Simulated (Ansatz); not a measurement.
`O[SiH2][SnH2][OH]` + `C[NH][GeH2][F]` → `C[NH][SnH2][OH]` + `O[SiH2][GeH2][F]`  (redistribution)

Gas-phase electronic energies from Ansatz, PBE0-D4/def2-TZVP geometries. CCSD(T)/CBS adds triple-zeta CCSD(T) − MP2 to the extrapolated MP2 energy (def2 sets, frozen cores). DFT in def2-TZVPP. B3LYP here is the variant with VWN-RPA as its local correlation; programs differ in this. def2 core potentials past Kr. For Ge, Sn outer-core shells are correlated without core-valence functions, which leaves a few kJ/mol of doubt a bond. Scalar relativity is left out up to krypton. Each species was taken in one conformer, which may not be the lowest.

`O[SiH2][SnH2][OH]`:

Cartesian coordinates in Å:
```
O 1.743 -1.044 -0.913
Si 1.269 -0.271 0.470
Sn -1.060 0.809 0.180
O -2.401 -0.625 -0.063
H 1.927 -0.506 -1.684
H 2.253 0.774 0.877
H 1.213 -1.321 1.514
H -1.665 1.645 1.538
H -1.147 1.819 -1.208
H -2.133 -1.279 -0.712
```

`C[NH][GeH2][F]`:

Cartesian coordinates in Å:
```
C -0.459 0.549 1.233
N 0.500 0.499 0.147
Ge 0.232 -0.522 -1.318
F 0.285 -2.232 -0.932
H -0.378 -0.290 1.934
H -0.349 1.479 1.797
H -1.474 0.540 0.825
H 1.457 0.562 0.461
H -1.191 -0.289 -1.835
H 1.376 -0.296 -2.310
```

`C[NH][SnH2][OH]`:

Cartesian coordinates in Å:
```
C 0.982 -1.362 0.067
N 0.263 -0.477 -0.829
Sn -0.349 1.339 -0.218
O -1.504 1.229 1.383
H 0.357 -1.847 0.829
H 1.492 -2.148 -0.500
H 1.759 -0.802 0.595
H -0.406 -0.975 -1.398
H -1.232 2.024 -1.507
H 0.997 2.191 0.368
H -2.359 0.829 1.211
```

`O[SiH2][GeH2][F]`:

```xyz
9

O     1.820   -0.538    0.481
Si    0.945    0.232   -0.680
Ge   -1.302    0.112    0.150
F    -0.949   -0.759    1.650
H     1.311   -0.868    1.227
H     1.079   -0.455   -1.990
H     1.392    1.639   -0.838
H    -1.986    1.415    0.598
H    -2.311   -0.777   -0.598
```

```
             level  ΔE (kcal/mol)  difference from CCSD(T)/CBS
         r2SCAN-D4            6.8                          0.0
          B3LYP-D4            6.7                         -0.1
           ωB97X-V            6.8                          0.0
           ωB97M-V            6.8                          0.0
            r2SCAN            6.8                          0.0
              PBE0            7.5                          0.7
             B3LYP            7.1                          0.3
     HF/def2-TZVPP            9.0                          2.2
SCS-MP2/def2-TZVPP            7.5                          0.7
SCS-MP2/def2-QZVPP            7.4                          0.6
       CCSD(T)/CBS            6.8                            0
```

Largest T1 diagnostic among the species: 0.014.

In def2-TZVPP, CCSD(T) changes the Hartree–Fock value by −1.9 kcal/mol (the triples alone add −0.4 kcal/mol) and MP2 by −1.4 kcal/mol. From PBE to PBE0 (25 % exact exchange), in def2-TZVPP and without D4, ΔE moves by +0.9 kcal/mol.
